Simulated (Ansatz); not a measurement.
H8In2N2 (`[NH2+]1[InH2-][NH2+][InH2-]1`), 12 atoms. The species carries charge 0 and has multiplicity 1. Correlated methods include outer-core shells of In, which these sets cover unevenly. In takes the def2 core potential. All runs use 4 threads of an Arm Neoverse V1 on a shared host. Correlated methods freeze the cores.

(1) How many basis functions does each run have, and how long does it take in Ansatz? RKS BHLYP-D4/def2-TZVPP energy; RHF-MP2/def2-QZVPP energy; RKS PBE0-D4/def2-QZVPP energy; RKS PBE0-D4/def2-TZVP relaxation (8 steps); RHF-CCSD(T)/def2-SVP energy; RHF-CCSD(T)/def2-TZVPP energy; RKS PBE0-D4/def2-SVP energy; RKS HSE06 (plane-wave form)-D4/def2-TZVPP energy; RKS SPW92 (LDA)/def2-TZVPP energy; RKS r2SCAN0-D4/def2-TZVPP energy; RKS PBE0-D4/def2-TZVP frequencies; direct RPA on PBE orbitals/def2-TZVPP energy. (Estimate.)

Answers

(1) Computed: Other jobs shared the machine, so times are rough.

```csv
level,job,functions,wall time,peak host memory (GiB)
RKS PBE0-D4/def2-SVP,energy,120,1.9 s,0.3
RKS SPW92 (LDA)/def2-TZVPP,energy,274,2.4 s,0.39
RKS BHLYP-D4/def2-TZVPP,energy,274,5.5 s,0.87
RKS HSE06 (plane-wave form)-D4/def2-TZVPP,energy,274,5.5 s,0.89
RKS r2SCAN0-D4/def2-TZVPP,energy,274,8 s,0.88
direct RPA on PBE orbitals/def2-TZVPP,energy,274,11 s,0.91
RKS PBE0-D4/def2-QZVPP,energy,518,13 s,2.2
RHF-CCSD(T)/def2-SVP,energy,120,17 s,0.84
RHF-MP2/def2-QZVPP,energy,518,33 s,3.7
RKS PBE0-D4/def2-TZVP,relaxation (8 steps),210,44 s,0.68
RKS PBE0-D4/def2-TZVP,frequencies,210,4.6 min,0.68
RHF-CCSD(T)/def2-TZVPP,energy,274,8.8 min,8.7
```
